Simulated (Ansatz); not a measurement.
The cluster Cu3Cl3⁺, relaxed as a doublet with UKS r2SCAN-D4/def2-SVP in Ansatz, starting from the GFN1-xTB geometry. Force threshold 0.02 eV/Å.

The structure comes from a short search, and lower isomers may exist.

Start:

```
atom   x (Å)   y (Å)   z (Å)
 Cu1  -0.590   0.846  -1.026
 Cu2   1.442  -0.014   0.194
 Cu3  -0.850  -0.830   0.831
 Cl4   1.000  -1.422   1.761
 Cl5  -2.450   0.009  -0.339
 Cl6   1.448   1.411  -1.421
```

| step | energy (eV) | largest force component (eV/Å) | SCF passes |
| --- | --- | --- | --- |
| 1 | -171455.8149 | 0.523 | 86 |
| 2 | -171455.8702 | 0.297 | 45 |
| 3 | -171455.8991 | 0.086 | 44 |
| 4 | -171455.9038 | 0.069 | 45 |
| 5 | -171455.9043 | 0.014 | 46 |

Force components are those of the run's own axes.

End:

```xyz
6

Cu   -0.5881    0.8752   -1.0761
Cu    1.4933    0.0110    0.1905
Cu   -0.9520   -0.9271    0.9332
Cl    1.0050   -1.4237    1.7499
Cl   -2.4456    0.0173   -0.3397
Cl    1.4873    1.4473   -1.4578
```

By distances, no bond broke or formed. The bond that changes most is Cu1–Cl6, from 2.15 to 2.19 Å (atoms count from 1).

No frequencies were taken in this run, so the end may be a saddle point.

It took 37 s on 4 threads of Intel Xeon Platinum 8488C on a shared host.
